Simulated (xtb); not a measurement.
C$_{8}$H$_{10}$, charge +1, doublet, from a rough starting geometry (a state made from the parent by changing its charge; the spin is typed, not shown lowest); xtb with GFN2-xTB.

Here is a job for xtb.
```
$ xtb mol.xyz --gfn 2 --chrg 1 --uhf 1 --opt vtight --json

# file mol.xyz
18

C      2.84132503     0.16645989     0.01662360
C      1.43076172     0.02804487     0.05486451
C      0.68062516     0.64555300    -1.01260924
C     -0.70264238     0.63954336    -1.05618777
C     -1.39086189    -0.04665088    -0.05049204
C     -2.89752907    -0.08332185    -0.06874512
C     -0.68776171    -0.64685254     1.02292388
C      0.66588942    -0.65381734     1.03814932
H      3.32821459     0.13731746    -0.93664321
H      3.23346542     1.00570515     0.56205381
H      3.28497633    -0.78505763     0.63689380
H      1.26747411     1.10369743    -1.82073797
H     -1.19543395     1.01437186    -1.82683299
H     -3.28317306    -0.98654015     0.40032897
H     -3.32598964     0.77885080     0.47140901
H     -3.21686811    -0.05723074    -1.13319938
H     -1.21565697    -1.16516814     1.86555857
H      1.19465655    -1.09506603     1.84317273
```

It wrote (shortened):

```
   ID    Z sym.   atoms
    1    6 C      1-8
    2    1 H      9-18

           -------------------------------------------------
          |                Calculation Setup                |
           -------------------------------------------------

           -------------------------------------------------
          |                 G F N 2 - x T B                 |
           -------------------------------------------------

          ...................................................
          :                      SETUP                      :
          :.................................................:
          :  # basis functions                  42          :
          :  # atomic orbitals                  42          :
          :  # shells                           26          :
          :  # electrons                        41          :
          :  max. iterations                   250          :
          :  Hamiltonian                  GFN2-xTB          :
          :  restarted?                      false          :
          :  GBSA solvation                  false          :
          :  PC potential                    false          :
          :  electronic temp.          300.0000000     K    :
          :  accuracy                    1.0000000          :
          :  -> integral cutoff          0.2500000E+02      :
          :  -> integral neglect         0.1000000E-07      :
          :  -> SCF convergence          0.1000000E-05 Eh   :
          :  -> wf. convergence          0.1000000E-03 e    :
          :  Broyden damping             0.4000000          :
          :  net charge                          1          :
          :  unpaired electrons                  1          :
          ...................................................

 iter      E             dE          RMSdq      gap      omega  full diag
   1    -22.0913812 -0.220914E+02  0.423E+00    4.12       0.0  T
   2    -22.1229672 -0.315861E-01  0.242E+00    3.90       1.0  T
   3    -22.1163360  0.663119E-02  0.125E+00    4.04       1.0  T
   4    -22.1292765 -0.129405E-01  0.221E-01    3.94       1.0  T
   5    -22.1291597  0.116823E-03  0.189E-01    3.95       1.0  T
   6    -22.1300746 -0.914926E-03  0.437E-02    3.95       1.0  T
   7    -22.1300712  0.348026E-05  0.256E-02    3.95       1.0  T
   8    -22.1300784 -0.720725E-05  0.791E-03    3.95       3.0  T
   9    -22.1300793 -0.903035E-06  0.186E-03    3.95      12.6  T
  10    -22.1300793 -0.251689E-07  0.796E-04    3.95      29.6  T
  11    -22.1300793 -0.529856E-08  0.247E-04    3.95      95.3  T

   *** convergence criteria satisfied after 11 iterations ***

         :::::::::::::::::::::::::::::::::::::::::::::::::::::
         ::                     SUMMARY                     ::
         :::::::::::::::::::::::::::::::::::::::::::::::::::::
         :: total energy             -21.720014730305 Eh    ::
         :: gradient norm              0.176527507269 Eh/a0 ::
         :: HOMO-LUMO gap              3.951586799868 eV    ::
         ::.................................................::
         :: SCC energy               -22.130069822488 Eh    ::
         :: -> isotropic ES            0.083444875570 Eh    ::
         :: -> anisotropic ES         -0.017734251749 Eh    ::
         :: -> anisotropic XC          0.018943240298 Eh    ::
         :: -> dispersion             -0.011631974352 Eh    ::
         :: repulsion energy           0.410055092183 Eh    ::
         :: add. restraining           0.000000000000 Eh    ::
         :: total charge               1.000000000060 e     ::
         :::::::::::::::::::::::::::::::::::::::::::::::::::::

      -----------------------------------------------------------
     |                   =====================                   |
     |                        A N C O P T                        |
     |                   =====================                   |
     |               Approximate Normal Coordinate               |
     |                Rational Function Optimizer                |
      -----------------------------------------------------------
      -----------------------------------------------------------
     |                   =====================                   |
     |                        A N C O P T                        |
     |                   =====================                   |
     |               Approximate Normal Coordinate               |
     |                Rational Function Optimizer                |
      -----------------------------------------------------------

          ...................................................
          :                      SETUP                      :
          :.................................................:
          :   optimization level         verytight          :
          :   max. optcycles                   360          :
          :   ANC micro-cycles                  20          :
          :   degrees of freedom                48          :
          :.................................................:
          :   RF solver                   davidson          :
          :   write xtbopt.log                true          :
          :   linear?                        false          :
          :   energy convergence         0.1000000E-06 Eh   :
          :   grad. convergence          0.2000000E-03 Eh/α :
          :   maxmium RF displ.          1.0000000          :
          :   Hlow (freq-cutoff)         0.1000000E-01      :
          :   Hmax (freq-cutoff)         5.0000000          :
          :   S6 in model hess.         20.0000000          :
          ...................................................

generating ANC from exact Hessian ...
Using Lindh-Hessian (1995)
 Shifting diagonal of input Hessian by    7.3209834710527798E-003
 Lowest  eigenvalues of input Hessian
    0.000000    0.000000    0.000000    0.000000    0.000000    0.000000
[...]
 * total energy  :   -21.7200147 Eh     change       -0.4052367E-09 Eh
 * total energy  :   -21.7407348 Eh     change       -0.2072007E-01 Eh
 * total energy  :   -21.7438535 Eh     change       -0.3118699E-02 Eh
 * total energy  :   -21.7440919 Eh     change       -0.2384435E-03 Eh
 * total energy  :   -21.7441253 Eh     change       -0.3335556E-04 Eh
 * total energy  :   -21.7441343 Eh     change       -0.9000326E-05 Eh
 * total energy  :   -21.7441365 Eh     change       -0.2157121E-05 Eh
 * total energy  :   -21.7441369 Eh     change       -0.4863532E-06 Eh
 * total energy  :   -21.7441371 Eh     change       -0.1820256E-06 Eh
 * total energy  :   -21.7441372 Eh     change       -0.4485685E-07 Eh
   *** GEOMETRY OPTIMIZATION CONVERGED AFTER 10 ITERATIONS ***
         :: total energy             -21.744137170295 Eh    ::
[...]

    * Orbital Energies and Occupations

         #    Occupation            Energy/Eh            Energy/eV
      -------------------------------------------------------------
         1        2.0000           -0.8415059             -22.8985
       ...           ...                  ...                  ...
         9        2.0000           -0.6979860             -18.9932
        10        2.0000           -0.6861048             -18.6699
        11        2.0000           -0.6745858             -18.3564
        12        2.0000           -0.6647365             -18.0884
        13        2.0000           -0.6607040             -17.9787
        14        2.0000           -0.6538702             -17.7927
        15        2.0000           -0.6406707             -17.4335
        16        2.0000           -0.6276080             -17.0781
        17        2.0000           -0.6240957             -16.9825
        18        2.0000           -0.6164471             -16.7744
        19        2.0000           -0.5991698             -16.3042
        20        2.0000           -0.5975826             -16.2611
        21        1.0000           -0.5709385             -15.5360 (HOMO)
        22                         -0.4236844             -11.5290 (LUMO)
        23                         -0.4084124             -11.1135
        24                         -0.2935940              -7.9891
        25                         -0.0719812              -1.9587
        26                         -0.0486065              -1.3226
        27                         -0.0402110              -1.0942
        28                         -0.0263032              -0.7157
        29                         -0.0058862              -0.1602
        30                          0.0042219               0.1149
        31                          0.0246138               0.6698
        32                          0.0251322               0.6839
       ...                                ...                  ...
        42                          0.4499069              12.2426
      -------------------------------------------------------------
                  HL-Gap            0.1472542 Eh            4.0070 eV
             Fermi-level           -0.5407451 Eh          -14.7144 eV

     #   Z          covCN         q      C6AA      α(0)
     1   6 C        3.758    -0.131    23.065     6.847
     2   6 C        2.963     0.085    26.105     8.381
     3   6 C        2.912    -0.011    28.301     8.723
     4   6 C        2.912    -0.011    28.302     8.724
     5   6 C        2.963     0.085    26.105     8.381
     6   6 C        3.758    -0.131    23.065     6.847
     7   6 C        2.912    -0.011    28.299     8.723
     8   6 C        2.912    -0.011    28.300     8.723
     9   1 H        0.925     0.114     1.664     2.017
    10   1 H        0.923     0.152     1.380     1.837
    11   1 H        0.925     0.112     1.682     2.028
    12   1 H        0.926     0.096     1.825     2.112
    13   1 H        0.926     0.096     1.824     2.112
    14   1 H        0.925     0.113     1.669     2.020
    15   1 H        0.923     0.152     1.380     1.837
    16   1 H        0.925     0.112     1.678     2.026
    17   1 H        0.926     0.096     1.824     2.112
    18   1 H        0.926     0.096     1.824     2.112

 Mol. C6AA /au·bohr⁶  :       2913.305027
 Mol. C8AA /au·bohr⁸  :      70608.652643
 Mol. α(0) /au        :         85.562153

Wiberg/Mayer (AO) data.
largest (>0.10) Wiberg bond orders for each atom

 ---------------------------------------------------------------------------
     #   Z sym  total        # sym  WBO       # sym  WBO       # sym  WBO
 ---------------------------------------------------------------------------
     1   6 C    3.967 --     2 C    1.137    11 H    0.949     9 H    0.944
                            10 H    0.858
     2   6 C    3.909 --     8 C    1.260     3 C    1.259     1 C    1.137
     3   6 C    3.977 --     4 C    1.579     2 C    1.259    12 H    0.960
     4   6 C    3.978 --     3 C    1.579     5 C    1.260    13 H    0.960
     5   6 C    3.909 --     4 C    1.260     7 C    1.260     6 C    1.137
     6   6 C    3.967 --     5 C    1.137    16 H    0.948    14 H    0.946
                            15 H    0.858
     7   6 C    3.977 --     8 C    1.579     5 C    1.260    17 H    0.960
     8   6 C    3.978 --     7 C    1.579     2 C    1.260    18 H    0.960
     9   1 H    0.983 --     1 C    0.944
    10   1 H    0.961 --     1 C    0.858
    11   1 H    0.984 --     1 C    0.949
    12   1 H    0.991 --     3 C    0.960
    13   1 H    0.991 --     4 C    0.960
    14   1 H    0.984 --     6 C    0.946
    15   1 H    0.961 --     6 C    0.858
    16   1 H    0.984 --     6 C    0.948
    17   1 H    0.991 --     7 C    0.960
    18   1 H    0.991 --     8 C    0.960
 ---------------------------------------------------------------------------

Topologies differ in total number of bonds
Writing topology from bond orders to xtbtopo.mol

molecular dipole:
                 x           y           z       tot (Debye)
 q only:       -0.006       0.155       0.091
   full:       -0.007       0.188       0.109       0.552
molecular quadrupole (traceless):
                xx          xy          yy          xz          yz          zz
 q only:       19.658       1.164     -11.885       0.722      -3.877      -7.773
  q+dip:       20.314       1.301     -13.341       0.763      -6.007      -6.973
   full:       18.916       1.138     -11.460       0.671      -3.778      -7.456

optimized geometry written to: xtbopt.xyz

           -------------------------------------------------
          | TOTAL ENERGY              -21.744137170295 Eh   |
          | GRADIENT NORM               0.000051115992 Eh/α |
          | HOMO-LUMO GAP               4.006990107281 eV   |
           -------------------------------------------------

normal termination of xtb
```
